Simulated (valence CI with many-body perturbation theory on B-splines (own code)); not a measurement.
## Cu22+: calculated level list

Method: relativistic CI+MBPT: five valence electrons over a frozen Dirac-Fock core [He], a basis of 9 s, 9 p, 8 d, 6 f, 3 g, 1 h functions for each j, with the one-electron correlation potential Σ1 (screened to all orders), the two-electron term Σ2, the three-electron term Σ3, Breit, model QED; selected single and double excitations, second order for the rest (own B-spline code, finite nucleus).

No measured levels were compared; by estimate levels of excited configurations hold to 0.05 to 0.15 % of their energy, terms of the ground configuration to about 0.5 %. Among the levels kept, up to 2100 cm⁻¹ of a level comes from second order outside the variational space, and about a tenth of that is noise between levels of different J, which matters for small intervals.

Levels 1 to 45 of 84, with energies above the lowest level, 2s2 2p3 4S°_3/2. "Leading %" is the weight of the configuration and term that name the level; weights of strongly mixed levels are sums over their largest components and can fall short. In the jj column 3d3/2^4 stands for four electrons in 3d with j = 3/2.

| No. | Configuration | Term | J | E (× 10³ cm⁻¹) | Leading % | g | Leading jj | Second component |
| --- | --- | --- | --- | --- | --- | --- | --- | --- |
| 1 | 2s2 2p3 | 4S° | 3/2 | 0.00 | 76 | 1.804 | 2s^2 2p1/2^2 2p3/2 (70 %) | 18 % 2s2 2p3 2P° |
| 2 | 2s2 2p3 | 2D° | 3/2 | 171.19 | 67 | 1.089 | 2s^2 2p1/2 2p3/2^2 (74 %) | 18 % 2s2 2p3 4S° |
| 3 | 2s2 2p3 | 2D° | 5/2 | 230.37 | 100 | 1.195 | 2s^2 2p1/2 2p3/2^2 (100 %) |  |
| 4 | 2s2 2p3 | 2P° | 1/2 | 328.56 | 98 | 0.659 | 2s^2 2p1/2 2p3/2^2 (98 %) |  |
| 5 | 2s2 2p3 | 2P° | 3/2 | 447.29 | 66 | 1.230 | 2s^2 2p3/2^3 (93 %) | 27 % 2s2 2p3 2D° |
| 6 | 2s 2p4 | 4P | 5/2 | 900.56 | 95 | 1.576 | 2s 2p1/2^2 2p3/2^2 (86 %) | 5 % 2s 2p4 2D |
| 7 | 2s 2p4 | 4P | 3/2 | 1011.2 | 95 | 1.696 | 2s 2p1/2 2p3/2^3 (73 %) |  |
| 8 | 2s 2p4 | 4P | 1/2 | 1036.9 | 90 | 2.595 | 2s 2p1/2^2 2p3/2^2 (50 %) | 10 % 2s 2p4 2S |
| 9 | 2s 2p4 | 2D | 3/2 | 1250.1 | 87 | 0.883 | 2s 2p1/2 2p3/2^3 (52 %) | 9 % 2s 2p4 2P |
| 10 | 2s 2p4 | 2D | 5/2 | 1284.8 | 95 | 1.216 | 2s 2p1/2 2p3/2^3 (86 %) | 5 % 2s 2p4 4P |
| 11 | 2s 2p4 | 2S | 1/2 | 1428.0 | 62 | 1.629 | 2s 2p1/2^2 2p3/2^2 (49 %) | 31 % 2s 2p4 2P |
| 12 | 2s 2p4 | 2P | 3/2 | 1486.4 | 89 | 1.276 | 2s 2p1/2 2p3/2^3 (75 %) | 10 % 2s 2p4 2D |
| 13 | 2s 2p4 | 2P | 1/2 | 1647.5 | 69 | 1.099 | 2s 2p3/2^4 (66 %) | 28 % 2s 2p4 2S |
| 14 | 2p5 | 2P° | 3/2 | 2318.2 | 98 | 1.329 | 2p1/2^2 2p3/2^3 (98 %) |  |
| 15 | 2p5 | 2P° | 1/2 | 2494.3 | 98 | 0.660 | 2p1/2 2p3/2^4 (98 %) |  |
| 16 | 2s2 2p2 3s | 4P | 1/2 | 9252.0 | 69 | 2.243 | 2s^2 2p1/2^2 3s (90 %) | 17 % 2s2 2p2 3s 2P |
| 17 | 2s2 2p2 3s | 4P | 3/2 | 9374.1 | 91 | 1.700 | 2s^2 2p1/2 2p3/2 3s (97 %) | 6 % 2s2 2p2 3s 2P |
| 18 | 2s2 2p2 3s | 2P | 1/2 | 9406.2 | 76 | 1.103 | 2s^2 2p1/2 2p3/2 3s (96 %) | 21 % 2s2 2p2 3s 4P |
| 19 | 2s2 2p2 3s | 4P | 5/2 | 9430.3 | 68 | 1.474 | 2s^2 2p1/2 2p3/2 3s (85 %) | 30 % 2s2 2p2 3s 2D |
| 20 | 2s2 2p2 3s | 2P | 3/2 | 9460.7 | 56 | 1.117 | 2s^2 2p1/2 2p3/2 3s (93 %) | 40 % 2s2 2p2 3s 2D |
| 21 | 2s2 2p2 3p | 4D° | 1/2 | 9484.6 | 50 | 0.704 | 2s^2 2p1/2^2 3p1/2 (90 %) | 24 % 2s2 2p2 3p 2P° |
| 22 | 2s2 2p2 3p | 4D° | 3/2 | 9554.7 | 48 | 1.339 | 2s^2 2p1/2^2 3p3/2 (79 %) | 25 % 2s2 2p2 3p 4P° |
| 23 | 2s2 2p2 3p | 2S° | 1/2 | 9603.8 | 38 | 1.499 | 2s^2 2p1/2 2p3/2 3p1/2 (92 %) | 33 % 2s2 2p2 3p 4D° |
| 24 | 2s2 2p2 3s | 2D | 5/2 | 9620.2 | 68 | 1.319 | 2s^2 2p3/2^2 3s (85 %) | 30 % 2s2 2p2 3s 4P |
| 25 | 2s2 2p2 3p | 4D° | 3/2 | 9634.1 | 40 | 1.210 | 2s^2 2p1/2 2p3/2 3p1/2 (87 %) | 29 % 2s2 2p2 3p 2D° |
| 26 | 2s2 2p2 3s | 2D | 3/2 | 9636.5 | 57 | 1.037 | 2s^2 2p3/2^2 3s (91 %) | 36 % 2s2 2p2 3s 2P |
| 27 | 2s2 2p2 3p | 4D° | 5/2 | 9661.1 | 84 | 1.348 | 2s^2 2p1/2 2p3/2 3p3/2 (68 %) | 6 % 2s2 2p2 3p 2F° |
| 28 | 2s2 2p2 3p | 2D° | 5/2 | 9675.8 | 43 | 1.338 | 2s^2 2p1/2 2p3/2 3p1/2 (58 %) | 43 % 2s2 2p2 3p 4P° |
| 29 | 2s2 2p2 3p | 4P° | 1/2 | 9677.8 | 57 | 2.112 | 2s^2 2p1/2 2p3/2 3p3/2 (88 %) | 22 % 2s2 2p2 3p 2S° |
| 30 | 2s2 2p2 3p | 2D° | 3/2 | 9699.0 | 55 | 1.210 | 2s^2 2p1/2 2p3/2 3p3/2 (93 %) | 25 % 2s2 2p2 3p 4P° |
| 31 | 2s2 2p2 3p | 4D° | 7/2 | 9719.3 | 71 | 1.345 | 2s^2 2p1/2 2p3/2 3p3/2 (84 %) | 28 % 2s2 2p2 3p 2F° |
| 32 | 2s2 2p2 3p | 4S° | 3/2 | 9738.6 | 53 | 1.761 | 2s^2 2p1/2 2p3/2 3p1/2 (42 %) | 26 % 2s2 2p2 3p 2P° |
| 33 | 2s2 2p2 3p | 2P° | 3/2 | 9765.6 | 62 | 1.252 | 2s^2 2p1/2 2p3/2 3p3/2 (46 %) | 16 % 2s2 2p2 3p 2D° |
| 34 | 2s2 2p2 3s | 2S | 1/2 | 9774.3 | 83 | 1.983 | 2s^2 2p3/2^2 3s (90 %) | 8 % 2s2 2p2 3s 4P |
| 35 | 2s2 2p2 3p | 2F° | 5/2 | 9781.4 | 35 | 1.200 | 2s^2 2p1/2 2p3/2 3p3/2 (65 %) | 27 % 2s2 2p2 3p 4P° |
| 36 | 2s2 2p2 3p | 2P° | 1/2 | 9816.4 | 71 | 0.849 | 2s^2 2p1/2 2p3/2 3p3/2 (58 %) | 17 % 2s2 2p2 3p 2S° |
| 37 | 2s2 2p2 3d | 4F | 3/2 | 9820.6 | 53 | 0.710 | 2s^2 2p1/2^2 3d3/2 (89 %) | 13 % 2s2 2p2 3d 4D |
| 38 | 2s2 2p2 3d | 4F | 5/2 | 9855.5 | 37 | 1.182 | 2s^2 2p1/2^2 3d5/2 (81 %) | 27 % 2s2 2p2 3d 4D |
| 39 | 2s 2p3 3s | 6S° | 5/2 | 9886.8 | 80 | 1.847 | 2s 2p1/2 2p3/2^2 3s (42 %) | 6 % 2s2 2p2 3p 2D° |
| 40 | 2s2 2p2 3p | 2D° | 5/2 | 9899.8 | 41 | 1.274 | 2s^2 2p3/2^2 3p3/2 (74 %) | 27 % 2s2 2p2 3p 2F° |
| 41 | 2s2 2p2 3p | 2D° | 3/2 | 9902.0 | 45 | 1.188 | 2s^2 2p3/2^2 3p1/2 (69 %) | 26 % 2s2 2p2 3p 2P° |
| 42 | 2s2 2p2 3p | 2F° | 7/2 | 9913.3 | 71 | 1.220 | 2s^2 2p3/2^2 3p3/2 (83 %) | 27 % 2s2 2p2 3p 4D° |
| 43 | 2s2 2p2 3p | 2D° | 5/2 | 9927.4 | 73 | 1.173 | 2s^2 2p3/2^2 3p1/2 (74 %) | 14 % 2s2 2p2 3p 2F° |
| 44 | 2s2 2p2 3p | 2P° | 1/2 | 9933.1 | 87 | 0.809 | 2s^2 2p3/2^2 3p3/2 (56 %) | 7 % 2s2 2p2 3p 2S° |
| 45 | 2s2 2p2 3d | 2P | 3/2 | 9949.2 | 42 | 0.999 | 2s^2 2p1/2 2p3/2 3d3/2 (92 %) | 34 % 2s2 2p2 3d 4F |

Names give the largest LS component (configuration and term), which can be under half, so a name can repeat, a term be missing and a line seem to break the LS rules; names also repeat where a configuration has a term twice.

The ionisation energy to 2s2 2p2 3P_0 of the next ion comes out as 2042.8 eV (NIST: 2044 ± 6 eV (semi-empirical)). All 84 levels together are meant to be complete up to 10354 × 10³ cm⁻¹.
